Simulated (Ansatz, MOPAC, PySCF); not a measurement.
Complex: boric acid (SMILES OB(O)O) (first 7 atoms) with HF (SMILES F); geometry from B3LYP-D3(BJ)/def2-TZVP, rigid monomers moved along the line of their centres of mass till O1···H9 is 1.55 Å.
(charge 0, multiplicity 1):
```
atom    x (Å)    y (Å)    z (Å)
----  -------  -------  -------
O     -0.0277  -0.5708   1.5599
B      0.2839  -0.2498   0.2582
O      0.7011  -1.2712  -0.5562
O      0.1406   1.0624  -0.0763
H      0.0853  -1.5052   1.7603
H      0.9171  -1.0406  -1.4628
H      0.3537   1.3029  -0.9803
F     -0.8249   0.8122   3.4614
H     -0.5213   0.3609   2.6925
```

Monomers are frozen at their geometry in the pair; levels with a basis set take the counterpoise correction.

Correlated levels freeze the cores. Rows in 6-31G* carry no dispersion term and start afresh at each structure (6-31G* with six Cartesian d functions). The state reached by PM6 isn't checked.

Codes used: Ansatz (a program for electronic structure); MOPAC for PM6 (differences of heats of formation); PySCF for 6-31G* rows. Each number belongs to the level named beside it.

Question: Predict the interaction energy from PM6.

Answer: -8 kJ/mol
